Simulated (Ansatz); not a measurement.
Start from `[BH2][GeH]([CH3])[SiH3]` and change one atom or group to get `[CH3][GeH]([CH3])[SiH3]`.

Ansatz, PBE0-D4/def2-TZVP geometries, multiplicity 1. 

Scalar relativity is left out up to krypton.

```tsv
property	`[BH2][GeH]([CH3])[SiH3]`
HOMO energy (PBE/def2-TZVPP) / eV	-6.54
LUMO energy (PBE0/def2-TZVPP) / eV	-2.32
size of the dipole moment (ωB97M-V/def2-TZVPP) / D	0.77
HOMO energy (PBE0/def2-TZVPP) / eV	-7.58
LUMO energy (PBE/def2-TZVPP) / eV	-3.25
LUMO energy (B3LYP/def2-TZVPP) / eV	-2.51
```

(1) Give the same properties after the change, and the shifts. (An estimate is asked.)

Answers

(1) Ansatz gave: 
```csv
property,`[CH3][GeH]([CH3])[SiH3]`,shift
HOMO energy (PBE/def2-TZVPP) / eV,-6.61,-0.07
LUMO energy (PBE0/def2-TZVPP) / eV,0.49,2.81
size of the dipole moment (ωB97M-V/def2-TZVPP) / D,0.89,0.12
HOMO energy (PBE0/def2-TZVPP) / eV,-7.70,-0.12
LUMO energy (PBE/def2-TZVPP) / eV,-0.30,2.95
LUMO energy (B3LYP/def2-TZVPP) / eV,0.26,2.77
```

With PBE0 the HOMO falls by 0.12 eV and the LUMO rises by 2.81 eV, so the gap widens by about 2.93 eV. PBE moves the HOMO by -0.07 eV and ωB97M-V by -0.14 eV. Dipoles are sizes alone; their direction can turn.

Positive LUMOs are unbound, so they and the gaps depend on the basis.

B3LYP here is the variant with VWN-RPA as its local correlation; programs differ in this.
